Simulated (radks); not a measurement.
Values are calculated unless marked as measured or tabulated.
Effect of the nuclear size on the ytterbium ion Yb3+, [Xe] 4f13. Level of theory: Dirac Kohn-Sham, BLYP, spin-unpolarised, spherical densities, finite nucleus; open shells fill j = l - 1/2 first; Fermi nuclear charge, rms radius 5.3108 fm (a radial shooting solver on a logarithmic mesh with Libxc functionals). The rms radius is varied about that value; shifts are against it.

rms radius (fm)	total energy shift (eV)	density at nucleus (e/bohr^3)	1s1/2 shift (meV)	2s1/2 shift (meV)	5s1/2 shift (meV)	5p1/2 shift (meV)	4f7/2 shift (meV)	6s1/2 (empty) shift (meV)
4.3336	-13.4	1.093e+06	-5470	-744	-6.33	0.144	0.730	-1.02
4.9815	-4.73	1.047e+06	-1930	-262	-2.23	0.051	0.257	-0.360
5.3108	0	1.027e+06	0.000	0.000	0.000	0.000	0.000	0.000
5.6348	4.86	1.008e+06	1980	269	2.29	-0.052	-0.264	0.370
6.0915	12.0	9.845e+05	4910	668	5.68	-0.129	-0.655	0.916

Slopes of the eigenvalues against <r^2> in GHz/fm^2, as finite differences over the two radii next to the reference (eigenvalue slopes, not the field-shift constants of lines): 1s1/2 136000, 2s1/2 18500, 5s1/2 158, 5p1/2 -3.59, 4f7/2 -18.2, 6s1/2 (empty) 25.4.
